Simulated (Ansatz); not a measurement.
Basis-set extrapolation for C₃H₉AlSi, SMILES `C=C(C)[SiH2][AlH2]` (PBE0-D4/def2-TZVP geometry, frozen core, Ansatz). Multiplicity 1, RHF reference.

```
                      def2-TZVPP   def2-QZVPP
                 HF  -649.715919  -649.737194
    MP2 correlation    -0.706056    -0.752377
CCSD(T) correlation    -0.803504      not run
```

Energies in hartree. Use E(X) = E(∞) + A·exp(−7.88·√X) for Hartree–Fock and E(X) = E(∞) + B·X^(−2.97) for correlation, with X = 3 and 4, and add CCSD(T) minus MP2 of the smaller set to the MP2 limit.

What is the CCSD(T) energy at the basis-set limit?

HF limit: -649.737194 + (-0.021275) × 0.13774 = -649.74012. MP2 limit: -0.752377 + (-0.046321) × 0.74074 = -0.78669. Higher-order term: -0.803504 − (-0.706056) = -0.09745. Total: -650.62426 hartree, 65.8 kcal/mol below CCSD(T)/def2-TZVPP.
